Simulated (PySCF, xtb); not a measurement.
CH8O3Si2, SMILES O[C@H]([SiH3])[SiH](O)O. The values are those of a single conformer.

Harmonic wavenumbers (cm⁻¹) from GFN2-xTB run with xtb 6.7.1 at its own minimum, in rising order: 38, 99, 120, 164, 197, 221, 263, 276, 302, 335, 360, 506, 560, 659, 700, 706, 766, 781, 786, 799, 814, 832, 891, 925, 1041, 1087, 1221, 1289, 2185, 2264, 2279, 2284, 2815, 3554, 3670, 3711.

What does r2SCAN-D4/def2-SVP run with PySCF give at its own minimum? (The exact figures need the calculation; the answer reports its results.)

49, 107, 117, 150, 191, 219, 273, 287, 352, 361, 444, 535, 625, 669, 735, 773, 802, 817, 862, 897, 922, 936, 947, 965, 1039, 1071, 1256, 1355, 2201, 2217, 2229, 2235, 2932, 3740, 3895, 3897. Paired by order, the mean absolute difference is 55 cm⁻¹ and the zero-point energies are 56.5 and 58.8 kcal/mol.
